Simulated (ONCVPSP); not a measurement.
## What one change does to a pseudopotential (Mo (Z = 42), ONCV)

* Element: molybdenum
* Generator: ONCVPSP 4.0.1
* Type: optimised norm-conserving Vanderbilt (ONCV)
* Functional: PBE
* Relativity: fully relativistic
* Frozen core: [Ar] 3d10
* Valence charge: 14
* Reference configuration: 4s2 4p6 4d5 5s0.5 5p0.5
* Partial waves: 4s+5s: rc 1.45 bohr, ncon 5, nbas 9, qcut 6.5 1/bohr, 2 projectors; 4p+5p: rc 2.35 bohr, ncon 3, nbas 6, qcut 7.5 1/bohr, 2 projectors; 4d: rc 1.65 bohr, ncon 5, nbas 10, qcut 6.7 1/bohr, 3 projectors, debl 2.9 Ha
* Local potential: polynomial inside 0.95 bohr (lpopt 5, dvloc0 0 Ha)
* Core correction: Teter function fitted to the true core (icmod 2), fcfact 0.45

Open shells are filled in proportion to 2j + 1.

Change: s: qcut 7.8.

Cutoffs: the cutoffs (Ha) at which the residual kinetic energy of the hardest occupied pseudo-wave falls to 1 and 0.1 mHa per electron; they do not see the model core or the augmentation charge, which bear on the density cutoff. Errors are all-electron minus pseudo energies relative to the spin-unpolarised reference configuration.

What does the change do?

The potential gets softer (31 Ha and 99 Ha → 26 Ha and 32 Ha); the errors of the 4 common tests hardly move; neither file shows a bound ghost.

```csv
quantity,base,changed
"cutoff, loose",31 Ha,26 Ha
"cutoff, tight",99 Ha,32 Ha
loose cutoff by channel,"s 31 Ha, p 13 Ha, d 19 Ha","s 26 Ha, p 13 Ha, d 19 Ha"
bound ghosts,none,none
GHOST(+) flags under 300 eV,s at 123.1 eV,s at 114.8 eV
"error for 4s2 4p6 4d5 5s1 5p0, meV [ΔE -1.54 eV]",-0.1,-0.1
"error for 4s2 4p6 4d5 5s0 5p0, meV [ΔE 5.35 eV]",-0.1,0.0
"error for 4s2 4p6 4d4 5s0 5p0, meV [ΔE 20.81 eV]",+0.6,+0.6
"error for 4s2 4p6 4d5 5s0 5p1, meV [ΔE 1.60 eV]",0.0,0.0
s: phases at 1.47 bohr within 0.05 rad from the reference energy up to (Ha; the scan ends near 5),3.3,3.3
p3/2: phases at 2.39 bohr within 0.05 rad from the reference energy up to (Ha; the scan ends near 5),4.1,4.1
p1/2: phases at 2.39 bohr within 0.05 rad from the reference energy up to (Ha; the scan ends near 5),4.1,4.1
d5/2: phases at 1.68 bohr within 0.05 rad from the reference energy up to (Ha; the scan ends near 5),to the end of the scan,to the end of the scan
d3/2: phases at 1.68 bohr within 0.05 rad from the reference energy up to (Ha; the scan ends near 5),to the end of the scan,to the end of the scan
"rms error of d²Exc/dni dnj with the model core, mHa",4.23,4.41
```
